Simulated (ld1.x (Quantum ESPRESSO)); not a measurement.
## An all-electron radial function and its pseudo partner (holmium (Ho))

Columns: radius, all-electron u(r) and pseudo u(r) of the 5s shell (level -50.52 eV) of holmium in the configuration [Kr] 4d10 4f11 5s2 5p6 5d0 6s2 6p0; LDA (PZ), scalar-relativistic, ultrasoft scheme, ld1.x (Quantum ESPRESSO) 7.5.

```csv
r (bohr),all-electron,pseudo
0.130,0.2474,0.2416
0.260,-0.0016,0.4706
0.390,-0.5437,0.6754
0.520,-0.3579,0.8464
0.650,0.1388,0.9764
0.780,0.5915,1.0615
0.910,0.8844,1.1012
1.040,1.0209,1.0977
1.170,1.0420,1.0566
1.300,0.9897,0.9852
1.430,0.8978,0.8924
1.560,0.7889,0.7873
1.690,0.6776,0.6785
1.820,0.5722,0.5735
1.950,0.4771,0.4776
2.080,0.3937,0.3938
2.210,0.3224,0.3224
2.340,0.2623,0.2623
2.470,0.2123,0.2123
2.600,0.1710,0.1710
2.730,0.1374,0.1374
2.860,0.1100,0.1100
2.990,0.0878,0.0878
3.120,0.0700,0.0700
3.250,0.0557,0.0557
3.380,0.0442,0.0442
```

(1) How many radial nodes do the two functions have?

(2) At about which radius was the pseudo-wave matched?

(3) Is the pseudo-wave norm-conserving?

## Answers

(1) The all-electron 5s function has n − l − 1 = 4 (the table is too coarse to show those close to the nucleus); the pseudo-wave has 0, since the states of the same l below it are removed with the core.

(2) 2.15 bohr, where the columns begin to agree (steps of 0.13 bohr).

(3) No, it belongs to an ultrasoft set: the norm inside the radius is not constrained, and the difference is carried by the augmentation charge.
